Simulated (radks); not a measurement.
Results of a calculation; reference values are marked as such.
All-electron atom: Ti XIX in [He] 2s2.

Level of theory: non-relativistic Kohn-Sham, exchange-only B88, spin-polarised, spherical densities, point nucleus (a radial shooting solver on a logarithmic mesh with Libxc functionals).

Energy parts (hartree):
total: -571.23120
kinetic: 571.23120
electron-nucleus: -1175.41832
Hartree: 50.36006
exchange: -17.40414

Orbitals (lengths in bohr, moments of r in powers of bohr; <r^-3> diverges for s and p1/2):
orbital	occ.	eigenvalue (hartree)	<r^-3>
1s	2	-215.0127	-
2s	2	-47.78289	-

The highest occupied level is 2s at -1300.2 eV. Summed over all electrons, <r^2> = 0.2132 bohr^2, which gives a Langevin (diamagnetic) susceptibility term of -0.169 x 10^-6 cm^3/mol. The density falls to 0.001 e/bohr^3 at r = 0.87 bohr. The electron density at the nucleus is 7281 e/bohr^3.
